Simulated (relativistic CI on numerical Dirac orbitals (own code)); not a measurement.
# Radial parameters of Yb XXXIII

Calculated at this level of theory: Dirac-Coulomb-Breit CI, orbitals from a KLI potential per configuration, a model potential for QED, unscaled Slater integrals (own radial code, finite nucleus).

Slater integrals F^k, G^k are unscaled and averaged over j, outside the closed core [Ar] 3d10; ζ comes from projecting the Hamiltonian with its Breit term on Σ l·s of the shell.

- 4s²4p⁶4d²: F^2(4d,4d) = 218380, F^4(4d,4d) = 148760, ζ(4d) = 44123 cm⁻¹; <r>(4d) = 0.4603, <r^2>(4d) = 0.2421 (bohr units).
- 4s²4p⁵4d³: ζ(4p) = 354520, F^2(4d,4d) = 218340, F^4(4d,4d) = 148730, F^2(4p,4d) = 219820, G^1(4p,4d) = 273350, G^3(4p,4d) = 175050, ζ(4d) = 43938 cm⁻¹; <r>(4p) = 0.4573, <r^2>(4p) = 0.2365, <r>(4d) = 0.4604, <r^2>(4d) = 0.2422 (bohr units).
- 4s²4p⁶4d4f: ζ(4d) = 44080, F^2(4d,4f) = 219380, F^4(4d,4f) = 143150, G^1(4d,4f) = 226500, G^3(4d,4f) = 156430, G^5(4d,4f) = 115050, ζ(4f) = 7056 cm⁻¹; <r>(4d) = 0.4607, <r^2>(4d) = 0.2425, <r>(4f) = 0.4356, <r^2>(4f) = 0.215 (bohr units).

Q: Give the Racah parameters of the d shell in 4s²4p⁶4d².

A: B = F²/49 − 5F⁴/441 = 2770 cm⁻¹ and C = 35F⁴/441 = 11806 cm⁻¹.

Averages of the first 10 configurations, taken without configuration mixing, which lowers the lowest level and can move excited configurations by several eV; other configurations of the list can lie among them:

```
Configuration  Parity  States  Average energy above the lowest level (eV)
    4s²4p⁶4d²    even      45                                        21.9
    4s²4p⁵4d³     odd     720                                       199.6
   4s²4p⁶4d4f     odd     140                                       204.9
     4s4p⁶4d³    even     240                                       343.9
  4s²4p⁵4d²4f    even    3780                                       380.4
   4s4p⁶4d²4f     odd    1260                                       525.0
   4s²4p⁶4d5s    even      20                                       411.2
   4s²4p⁶4f5s     odd      28                                       594.1
   4s²4p⁶4d5p     odd      60                                       470.9
    4s²4p⁶4f²    even      91                                       390.2
```
